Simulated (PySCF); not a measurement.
CH2Cl (SMILES [CH2-]Cl), charge -1, singlet, geometry from GFN2-xTB (in this run its highest filled SCF level lies above zero, so its values depend strongly on the basis, on diffuse functions most of all), with bond 3-1 at 1.6 times its length; PySCF with PBE/aug-cc-pVDZ.

Here is a job for PySCF.
```python
from pyscf import gto, scf, dft

mol = gto.Mole()
mol.atom = '''
    C     0.00376299    0.16217920   -1.24958859
    Cl   -0.00156201    0.00018286    0.61906895
    H     1.41224393   -0.88355168   -1.66799672
    H    -0.88008742   -0.48478128   -1.51554685
'''
mol.basis = 'aug-cc-pvdz'
mol.charge = -1
mol.verbose = 4
mol.build()

mf = dft.RKS(mol)
mf.xc = 'pbe'
mf.init_guess = 'sap'
mf.kernel()
```

What the program printed (banner, timings and long lists left out):

```
PySCF version 2.14.0

[INPUT] verbose = 4
[INPUT] num. atoms = 4
[INPUT] num. electrons = 26
[INPUT] charge = -1
[INPUT] spin (= nelec alpha-beta = 2S) = 0
[INPUT] symmetry False subgroup None
[INPUT] Mole.unit = angstrom
[INPUT] Symbol           X                Y                Z      unit          X                Y                Z       unit  Magmom
[INPUT]  1 C      0.003762990000   0.162179200000  -1.249588590000 AA    0.007111020509   0.306474271101  -2.361380203481 Bohr   0.0
[INPUT]  2 Cl    -0.001562010000   0.000182860000   0.619068950000 AA   -0.002951771104   0.000345555319   1.169870767722 Bohr   0.0
[INPUT]  3 H      1.412243930000  -0.883551680000  -1.667996720000 AA    2.668754248779  -1.669670692099  -3.152056977473 Bohr   0.0
[INPUT]  4 H     -0.880087420000  -0.484781280000  -1.515546850000 AA   -1.663124189475  -0.916103849516  -2.863968475447 Bohr   0.0

nuclear repulsion = 40.5736849821965
number of shells = 26
number of NR pGTOs = 107
number of NR cGTOs = 68
basis = aug-cc-pvdz
ecp = {}

******** <class 'pyscf.dft.rks.RKS'> ********
method = RKS
initial guess = sap
damping factor = 0
level_shift factor = 0
DIIS = <class 'pyscf.scf.diis.CDIIS'>
diis_start_cycle = 1
diis_space = 8
diis_damp = 0
SCF conv_tol = 1e-09
SCF conv_tol_grad = None
SCF max_cycles = 50
direct_scf = True
direct_scf_tol = 1e-13
XC library pyscf.dft.libxc version 7.1.2
    S. Lehtola, C. Steigemann, M. J. T. Oliveira, and M. A. L. Marques,  SoftwareX 7, 1–5 (2018)
XC functionals = pbe
    J. P. Perdew, K. Burke, and M. Ernzerhof,  Phys. Rev. Lett. 77, 3865 (1996)
    J. P. Perdew, K. Burke, and M. Ernzerhof,  Phys. Rev. Lett. 78, 1396 (1997)
    J. P. Perdew, K. Burke, and M. Ernzerhof,  Phys. Rev. Lett. 77, 3865 (1996)
    J. P. Perdew, K. Burke, and M. Ernzerhof,  Phys. Rev. Lett. 78, 1396 (1997)
radial grids:
    Treutler-Ahlrichs [JCP 102, 346 (1995); DOI:10.1063/1.469408] (M4) radial grids

becke partition: Becke, JCP 88, 2547 (1988); DOI:10.1063/1.454033
pruning grids: <function nwchem_prune>
grids dens level: 3
symmetrized grids: False
atomic radii adjust function: <function treutler_atomic_radii_adjust>
small_rho_cutoff = 0
Set gradient conv threshold to 3.16228e-05
Initial guess from superposition of atomic potentials (doi:10.1021/acs.jctc.8b01089)
This is the Gaussian fit version as described in doi:10.1063/5.0004046.
Found SAP basis sapgrasplarge

WARN: SAP basis coefficients must be equal or closeto total electronic charge: -25.0 !≃ 26
Check fails with value 1.0

  HOMO = -0.377113103699167  LUMO = -0.256228102842626  gap/eV = 3.28945
tot grids = 52616
init E= -498.194350995235
  HOMO = 0.160131319089954  LUMO = 0.175531000291867  gap/eV = 0.41905
cycle= 1 E= -493.057081608661  delta_E= 5.14  |g|= 2.51  |ddm|= 41.8
  HOMO = -0.734103839513599  LUMO = -0.674637323489438  gap/eV = 1.61817
cycle= 2 E= -483.393343260386  delta_E= 9.66  |g|=  5.8  |ddm|= 42.3
  HOMO = -0.560724291748765  LUMO = -0.446254265638234  gap/eV = 3.11489
cycle= 3 E= -494.44639754366  delta_E= -11.1  |g|= 3.66  |ddm|= 6.38
  HOMO = -0.276738048843929  LUMO = -0.250093787774192  gap/eV = 0.72503
cycle= 4 E= -496.491282057883  delta_E= -2.04  |g|=  2.8  |ddm|=  1.8
  HOMO = -0.288924356371258  LUMO = -0.162505333963042  gap/eV = 3.44004
cycle= 5 E= -497.316585958675  delta_E= -0.825  |g|= 2.38  |ddm|= 1.39
  HOMO = -0.160853755286914  LUMO = -0.0758373427070622  gap/eV = 2.31341
cycle= 6 E= -498.192379305543  delta_E= -0.876  |g|= 1.77  |ddm|= 0.853
  HOMO = -0.191169148962067  LUMO = -0.0484164103138012  gap/eV = 3.88450
cycle= 7 E= -498.285468568504  delta_E= -0.0931  |g|= 1.56  |ddm|= 0.965
  HOMO = -0.0399115635119731  LUMO = 0.0534142084535207  gap/eV = 2.53952
cycle= 8 E= -499.060519109027  delta_E= -0.775  |g|= 0.548  |ddm|= 1.15
  HOMO = 0.0346823578588027  LUMO = 0.107744935490409  gap/eV = 1.98813
cycle= 9 E= -499.153933038376  delta_E= -0.0934  |g|= 0.154  |ddm|= 0.632
  HOMO = 0.0507431407429029  LUMO = 0.112101473038506  gap/eV = 1.66965
cycle= 10 E= -499.153596778558  delta_E= 0.000336  |g|= 0.151  |ddm|= 0.529
  HOMO = 0.0407290397067279  LUMO = 0.110156245472712  gap/eV = 1.88921
cycle= 11 E= -499.163198839312  delta_E= -0.0096  |g|= 0.0188  |ddm|= 0.315
  HOMO = 0.0397873393439991  LUMO = 0.109013406052649  gap/eV = 1.88374
cycle= 12 E= -499.163384646734  delta_E= -0.000186  |g|= 0.00467  |ddm|= 0.0371
  HOMO = 0.040056447040187  LUMO = 0.10898870809706  gap/eV = 1.87574
cycle= 13 E= -499.163391063578  delta_E= -6.42e-06  |g|= 0.00135  |ddm|= 0.00829
  HOMO = 0.0400044867011244  LUMO = 0.108990955064831  gap/eV = 1.87722
cycle= 14 E= -499.163391561229  delta_E= -4.98e-07  |g|= 0.000439  |ddm|= 0.00178
  HOMO = 0.0400000759777233  LUMO = 0.108982098195213  gap/eV = 1.87710
cycle= 15 E= -499.163391637769  delta_E= -7.65e-08  |g|= 6.44e-05  |ddm|= 0.000632
  HOMO = 0.0400083218485272  LUMO = 0.10898568799671  gap/eV = 1.87697
cycle= 16 E= -499.163391639276  delta_E= -1.51e-09  |g|= 8.27e-06  |ddm|= 0.000111
  HOMO = 0.0400079923605046  LUMO = 0.108985415181518  gap/eV = 1.87697
cycle= 17 E= -499.163391639299  delta_E= -2.32e-11  |g|= 3.08e-06  |ddm|= 1.63e-05
  HOMO = 0.0400084593976828  LUMO = 0.108985537079034  gap/eV = 1.87696
Extra cycle  E= -499.163391639282  delta_E= 1.75e-11  |g|= 7e-06  |ddm|= 1.75e-05
converged SCF energy = -499.163391639282
```
